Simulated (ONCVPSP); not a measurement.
## Zn (Z = 30): variants of one ONCV potential

Base potential:

```
Element                 : Zn
Generator               : ONCVPSP 4.0.1
Type                    : optimised norm-conserving Vanderbilt (ONCV)
Functional              : Wu-Cohen
Relativity              : scalar-relativistic
Frozen core             : [Ar]
Valence charge          : 12
Reference configuration : 3d10 4s2
Partial waves           : 4s: rc 1.85 bohr, ncon 3, nbas 6, qcut 2.9 1/bohr, 2 projectors, debl 0.8 Ha; p scattering state at 0.11 Ha: rc 1.90 bohr, ncon 4, nbas 8, qcut 3.5 1/bohr, 1 projector; 3d: rc 1.45 bohr, ncon 4, nbas 9, qcut 12.7 1/bohr, 2 projectors, debl 3.2 Ha
Local potential         : polynomial inside 1.15 bohr (lpopt 3, dvloc0 4 Ha)
Core correction         : polynomial model core, fcfact 0.35
```

All-electron outer shells of the reference configuration (Wu-Cohen, scalar-relativistic, ld1.x):

| shell | level (eV) | outermost node (bohr) | outermost maximum (bohr) |
| --- | --- | --- | --- |
| 3p | -83.32 | 0.25 | 0.59 |
| 3d | -10.18 | – | 0.56 |
| 4s | -6.02 | 0.85 | 2.09 |

Cutoffs, loose and tight: the cutoffs (Ha) at which the residual kinetic energy of the hardest occupied pseudo-wave falls to 1 and 0.1 mHa per electron. They do not see the model core or the augmentation charge, which bear on the density cutoff. Test errors are all-electron minus pseudo excitation energies from the reference, over the configurations 3d10 4s1; 3d10 4s0; 3d9 4s0; 3d9 4s2 4p1. A dash means not determined; rows that change the core or the reference have their own tests.

| change | outcome | cutoff, loose | cutoff, tight | bound ghosts | GHOST(+) flags above zero | largest test error (meV) |
| --- | --- | --- | --- | --- | --- | --- |
| base | generated | 57 Ha | 64 Ha | none | s | -98 |
| p: qcut 4.1 | generated | 57 Ha | 64 Ha | none | s | -98 |

**Question.** What comes out with this change to the base: core [Ne], valence charge 20; reference 3s2 3p6 3d10 4s1; waves now 3s+4s: rc 0.90 bohr, ncon 5, nbas 9, qcut 15.8 1/bohr, 3 projectors, debl 2.3 Ha; 3p: rc 0.80 bohr, ncon 3, nbas 7, qcut 14.5 1/bohr, 2 projectors, debl 2.6 Ha; 3d: rc 1.05 bohr, ncon 3, nbas 8, qcut 13.7 1/bohr, 2 projectors, debl 0.6 Ha; local potential polynomial inside 0.70 bohr (lpopt 3, dvloc0 2 Ha)?

**Answer.** outcome: generated, projector energies reset by the program; cutoff, loose: 90 Ha; cutoff, tight: 105 Ha; bound ghosts: none; GHOST(+) flags above zero: none; largest test error (meV): -1.7.

**Question.** What comes out with this change to the base: s: rc 2.76?

**Answer.** outcome: generated; cutoff, loose: 57 Ha; cutoff, tight: 64 Ha; bound ghosts: none; GHOST(+) flags above zero: s; largest test error (meV): -634.
